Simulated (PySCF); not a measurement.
**Telling isomers of C6H3FO2 apart by NMR**

Equivalent nuclei averaged, relativity neglected, one computed conformer, no solvent. Geometry: GFN2-xTB; NMR shieldings at PBE0/pcSseg-1/GIAO; PySCF 2.14.

References, each an isolated molecule treated in the same way: $^{1}$H, $^{13}$C vs TMS. Splittings of carbon signals by F and P are missing where no couplings were computed. Where no couplings were computed, multiplicities follow the n + 1 count of equivalent neighbours, and m marks all less simple cases (inequivalent or close neighbours, rings, F or P nearby). Shifts are as computed. Against solution values, carbons near 30 ppm lie about +3 ppm off and those near 130 ppm about +5 ppm. Of 1211 compounds with measured shifts, 218 miss one by over three times the rms of a fit or turn the order of signals round; such compounds aren't used in these exercises.

(1) Tabulate the signals of `C#CC1=C(F)OC(=O)C1`, `C#CC1=C(F)C(=O)OC1` and their relative energies.

(2) What is the quickest way to tell C#CC1=C(F)OC(=O)C1 from C#CC1=C(F)C(=O)OC1?

## Answers

(1) 
| SMILES | carbon types | δC | δH | E rel. (kcal/mol) |
| --- | --- | --- | --- | --- |
| C#CC1=C(F)OC(=O)C1 | 4×C 1×CH 1×CH2 | 173.6, 171.9, 93.5, 77.7, 75.5, 42.7 | 3.49 (s, 2H), 2.90 (s, 1H) | 0.0 |
| C#CC1=C(F)C(=O)OC1 | 4×C 1×CH 1×CH2 | 168.3, 166.5, 125.2, 107.8, 75.2, 69.9 | 4.83 (s, 2H), 3.77 (s, 1H) | 1.9 |

Energies are electronic energies at PBE0/pcSseg-1 on these geometries, without zero-point or thermal terms, each for the one conformer computed, which needn't be the lowest.

(2) Both give the same number of carbon signals, with the same numbers of each carbon type, so the positions decide. The first has an sp3 CH2 α to a carbonyl at 42.7 ppm, the second a β carbon of a C=C–C=O unit (C) at 125.2 ppm. Their most deshielded carbons lie at 173.6 and 168.3 ppm. In the proton spectra the most deshielded non-exchanging signals are 3.49 (s, 2H) and 4.83 (s, 2H).
